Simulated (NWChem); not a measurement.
Species: SnI3 cation; SMILES [I][Sn+]([I])[I]

```xyz
4

Sn     0.0000     0.0000     0.0000
I      2.3883    -1.0446     0.0000
I     -2.0988    -1.5460     0.0000
I     -0.2895     2.5906     0.0000
```
Atoms are numbered in this order, from 1.

Computed with NWChem. Medium grid unless said otherwise, to which SCAN and Minnesota functionals are sensitive. The geometry was optimised at PBE0/def2-SVP. def2 effective core potentials on Sn, I; no spin-orbit coupling.

For level LDA (Slater exchange, PW92)/def2-SVP:

| Item | Result |
|---|---|
| orbital gap (eV) | 1.89 |

What are these values for level M06-L/def2-SVP?


- orbital gap (eV): 2.42
